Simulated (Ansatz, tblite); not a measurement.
Forces on cyclo-(H2SiS)2 (Si2H4S2) at its PBE0-D4/def2-SVP geometry. Total charge 0; singlet.

The xTB rows come from tblite. HSE06 is defined as in plane-wave codes, on full-range PBE exchange.

GFN1-xTB (tblite), largest force 0.64 eV/Å:

```xyz
8
positions Å, forces eV/Å
Si    0.187    0.695   -1.204   -0.039   -0.147    0.252
H     1.396    1.486   -1.567   -0.534   -0.325    0.114
H    -0.793    0.759   -2.324    0.447    0.001    0.452
S    -0.672    1.336    0.667    0.174   -0.347   -0.173
Si   -0.187   -0.695    1.204    0.040    0.145   -0.253
H     0.792   -0.761    2.325   -0.446    0.002   -0.453
H    -1.397   -1.485    1.564    0.534    0.326   -0.111
S     0.675   -1.335   -0.666   -0.176    0.347    0.173
```

GFN2-xTB (tblite), largest force 1.53 eV/Å:

```
Si 0.204 0.758 -1.315
H -0.498 -0.418 0.335
H 0.350 -0.136 0.627
S 0.114 -0.227 -0.113
Si -0.204 -0.760 1.314
H -0.349 0.138 -0.628
H 0.499 0.418 -0.333
S -0.115 0.227 0.113
```

HSE06-D4/def2-TZVP (Ansatz), largest force 0.28 eV/Å:

```
Si -0.029 -0.111 0.188
H -0.106 -0.069 0.033
H 0.085 -0.006 0.099
S 0.115 -0.229 -0.114
Si 0.030 0.108 -0.190
H -0.085 0.007 -0.099
H 0.106 0.070 -0.032
S -0.116 0.229 0.115
```
